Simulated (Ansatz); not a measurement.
The cluster Pb3, relaxed as a singlet with RKS PBE-D4/def2-SVP in Ansatz, starting from the GFN1-xTB geometry. Force threshold 0.02 eV/Å.

In the def2 sets Pb takes a core potential; there is no spin–orbit coupling. The restricted singlet is unstable towards broken spin symmetry at other levels; at PBE-D4/def2-SVP this wasn't settled. Another isomer (triplet) lies 0.29 eV lower at PBE0-D4/def2-TZVP; other spin states weren't run for this one.

Start:

Cartesian coordinates in Å:
```
Pb 1.028 -0.366 -1.372
Pb -1.640 -0.615 0.056
Pb 0.613 0.981 1.317
```

(1) Estimate the energy that the relaxation releases and the steps that it takes.

(2) Does the start keep its bonding and symmetry?

(3) Predict the relaxed structure.

## Answers

(1) 45.4 kJ/mol, in 4 steps; 3.5 s on 4 threads of Arm Neoverse V2 on a shared host. No frequencies were taken in this run, so the end may be a saddle point.

(2) By distances, no bond broke or formed, bridged metal pairs apart. The bond that changes most is Pb1–Pb2, from 3.04 to 3.65 Å (atoms count from 1). Metal–metal contacts that move far: Pb1–Pb2 3.04 to 3.65 Å. The end is the same structure that another start reached, the lowest one found. Point group D3h at the start, C2v at the end, both within 0.05 Å.

(3) 
```xyz
3

Pb    1.3478   -0.2608   -1.4105
Pb   -1.8613   -0.5613    0.3069
Pb    0.5136    0.8221    1.1036
```
Bond lengths (bridged metal pairs left out): 2 × Pb–Pb 2.86 Å.
